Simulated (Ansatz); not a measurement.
`FB(Cl)[SeH]` + H₂ → `FB[SeH]` + HCl at 500 K and 1 bar (hydrogenolysis of a B–Cl bond).

Program: Ansatz. Geometries: PBE0-D4/def2-TZVP. ΔE: electronic, gas phase. CCSD(T)/CBS is the MP2 limit (def2-TZVPP, def2-QZVPP) plus CCSD(T) − MP2 in def2-TZVPP, frozen cores. This one scheme is used for every species. For Se outer-core shells are correlated without core-valence functions, which leaves a few kJ/mol of doubt a bond. Scalar relativity is left out up to krypton. Each species was taken in one conformer, which may not be the lowest.

```csv
species,CCSD(T)/CBS energy (Eh),H − E (kJ/mol),S (J/(mol·K))
`FB(Cl)[SeH]`,-2985.79275,74.6,353.3
H₂,-1.17544,41.0,145.5
`FB[SeH]`,-2526.56401,88.4,315.6
HCl,-460.38127,32.5,201.9
```

H − E and S are ideal-gas, rigid-rotor, harmonic terms from PBE0-D4/def2-TZVP, for one conformer and one mirror image of each species. The MP2-based limit puts H₂ 0.8 mEh under its directly extrapolated value; such offsets cancel only in part. 1 Eh = 2625.50 kJ/mol, R = 8.31446 J/(mol·K).

Question: By hand: ΔE, ΔH, ΔS and ΔG.

Answer: ΔE = (-2526.56401) + (-460.38127) − (-2985.79275) − (-1.17544) = 0.02291 Eh = 60.2 kJ/mol. Δ(H − E) = 88.4 + 32.5 − 74.6 − 41.0 = 5.3, so ΔH = 65.5 kJ/mol. ΔS = 315.6 + 201.9 − 353.3 − 145.5 = 18.7 J/(mol·K). ΔG = 65.5 − 500 × (18.7)/1000 = 56.1 kJ/mol.

Question: By hand: the equilibrium constant, and the temperature at which ΔG would vanish if ΔH and ΔS stayed fixed.

Answer: log₁₀ K = −ΔG/(RT ln 10) = -5.9. ΔG = 0 at ΔH/ΔS = 3503 K, far beyond where these terms or the molecules hold.

ΔH outweighs TΔS. A doubt of 5 kJ/mol in ΔE shifts log₁₀ K by 0.5 here. Other conformers and mirror images would add mixing entropy, several J/(mol·K) or more a flexible species. These are equilibria of isolated gas molecules and say nothing of rates. Largest T1 diagnostic: 0.012 (customary marks: 0.02 for closed shells, 0.045 for open ones).
